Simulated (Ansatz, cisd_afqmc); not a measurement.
Species: P, charge 0, quartet.

Total energies in cc-pVTZ-DK, 5 correlated electrons, 5 frozen orbitals. Radicals and triplets start from unrestricted determinants; spin-orbit coupling is neglected. The -DK rows use spin-free X2C. AFQMC/CISD: phaseless, guided by CISD from CCSD amplitudes; bars are statistical, one sigma. Outlying blocks are dropped, and bars are widened where a walk drifts. Over all cases where full CI ran beside it in this data, AFQMC minus full CI had a median of +0.1 mEh and passed +0.4 mEh in a tenth of the cases. Full CI freezes restricted core orbitals and the other rows unrestricted ones, which leaves a small offset even where coupled cluster is exact.

```json
[
 {"method": "HF", "program": "Ansatz", "energy (Eh)": "-341.53164", "error against FCI (mEh)": "105.44"},
 {"method": "MP2", "program": "Ansatz", "energy (Eh)": "-341.61489", "error against FCI (mEh)": "22.19"},
 {"method": "CCSD", "program": "Ansatz", "energy (Eh)": "-341.63250", "error against FCI (mEh)": "4.58"},
 {"method": "CCSD(T)", "program": "Ansatz", "energy (Eh)": "-341.63627", "error against FCI (mEh)": "0.82"},
 {"method": "CCSDT(Q)", "program": "Ansatz", "energy (Eh)": "-341.63715", "error against FCI (mEh)": "-0.06"},
 {"method": "CCSDTQ", "program": "Ansatz", "energy (Eh)": "-341.63717", "error against FCI (mEh)": "-0.08"},
 {"method": "AFQMC/CISD", "program": "cisd_afqmc", "energy (Eh)": "-341.6370 ± 0.0001", "error against FCI (mEh)": "0.1 ± 0.1"},
 {"method": "FCI", "program": "Ansatz", "energy (Eh)": "-341.63709", "error against FCI (mEh)": "0.00"}
]
```

Ansatz is a quantum-chemistry and plane-wave program.
